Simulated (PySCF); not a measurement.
**Assigning NMR signals**

Geometry:
```json
{"atom": "C1", "x (Å)": "3.716", "y (Å)": "-0.531", "z (Å)": "-0.214"}
{"atom": "Si2", "x (Å)": "2.068", "y (Å)": "0.033", "z (Å)": "0.544"}
{"atom": "C3", "x (Å)": "0.638", "y (Å)": "-0.386", "z (Å)": "-0.634"}
{"atom": "Si4", "x (Å)": "-1.148", "y (Å)": "0.093", "z (Å)": "-0.078"}
{"atom": "Si5", "x (Å)": "-1.202", "y (Å)": "2.416", "z (Å)": "0.178"}
{"atom": "Si6", "x (Å)": "-1.602", "y (Å)": "-1.066", "z (Å)": "1.901"}
{"atom": "Si7", "x (Å)": "-2.538", "y (Å)": "-0.613", "z (Å)": "-1.831"}
{"atom": "H8", "x (Å)": "3.724", "y (Å)": "-1.603", "z (Å)": "-0.389"}
{"atom": "H9", "x (Å)": "4.550", "y (Å)": "-0.301", "z (Å)": "0.442"}
{"atom": "H10", "x (Å)": "3.904", "y (Å)": "-0.041", "z (Å)": "-1.165"}
{"atom": "H11", "x (Å)": "2.110", "y (Å)": "1.485", "z (Å)": "0.766"}
{"atom": "H12", "x (Å)": "1.864", "y (Å)": "-0.653", "z (Å)": "1.827"}
{"atom": "H13", "x (Å)": "0.657", "y (Å)": "-1.460", "z (Å)": "-0.830"}
{"atom": "H14", "x (Å)": "0.833", "y (Å)": "0.091", "z (Å)": "-1.598"}
{"atom": "H15", "x (Å)": "-2.571", "y (Å)": "2.869", "z (Å)": "0.445"}
{"atom": "H16", "x (Å)": "-0.384", "y (Å)": "2.914", "z (Å)": "1.287"}
{"atom": "H17", "x (Å)": "-0.761", "y (Å)": "3.149", "z (Å)": "-1.014"}
{"atom": "H18", "x (Å)": "-3.002", "y (Å)": "-0.874", "z (Å)": "2.295"}
{"atom": "H19", "x (Å)": "-0.793", "y (Å)": "-0.635", "z (Å)": "3.044"}
{"atom": "H20", "x (Å)": "-1.411", "y (Å)": "-2.516", "z (Å)": "1.791"}
{"atom": "H21", "x (Å)": "-3.944", "y (Å)": "-0.311", "z (Å)": "-1.551"}
{"atom": "H22", "x (Å)": "-2.235", "y (Å)": "0.022", "z (Å)": "-3.118"}
{"atom": "H23", "x (Å)": "-2.477", "y (Å)": "-2.056", "z (Å)": "-2.089"}
```

- GFN2-xTB geometry
- shielding tensors at PBE0/pcSseg-1 (GIAO)
- run in PySCF 2.14
- non-relativistic, gas phase, one conformer, one averaged value for each set of equivalent atoms

Referencing at the same level of theory: TMS for ¹³C (σref 186.93), ¹H (σref 31.72).

**Question.** Assign these signals to the numbered atoms. ¹³C{¹H} NMR (computed): δ -3.8 (CH3), -6.4 (CH2).

**Answer.** 
```tsv
δ (ppm)	atoms	environment	reason
-3.8	C1	methyl carbon bonded to Si	an electropositive neighbour leaves it electron-rich and shielded
-6.4	C3	sp3 CH2 bonded to 2 Si	an electropositive neighbour leaves it electron-rich and shielded
```

**Question.** Assign these signals to the numbered atoms. ¹H NMR (500 MHz, computed): δ 4.25 (m, 2H), 3.59 (s, 9H), 0.18 (t, 3H), -0.06 (t, 2H).

**Answer.** 
```tsv
δ (ppm)	atoms	environment	reason
4.25	H11/H12	hydrogen on a silicon bonded to 2 C	–
3.59	H15/H16/H17/H18/H19/H20/H21/H22/H23	hydrogen on a silicon bonded to Si	–
0.18	H8/H9/H10	hydrogen on a methyl carbon bonded to Si	an electropositive neighbour shields it, as in TMS itself
-0.06	H13/H14	hydrogen on an sp3 CH2 bonded to 2 Si	an electropositive neighbour shields it, as in TMS itself
```

Shifts are as computed. Against solution values, carbons near 30 ppm lie about +3 ppm off and those near 130 ppm about +5 ppm. Of 1309 compounds with measured shifts, 239 miss one by over three times the rms of a fit or turn the order of signals round; such compounds aren't used in these exercises. No couplings were computed; multiplicities are counted from neighbouring protons, with m where these are inequivalent, close in shift, in a saturated or five-membered ring or joined by F or P, and br s for small geminal =CH2 splittings.
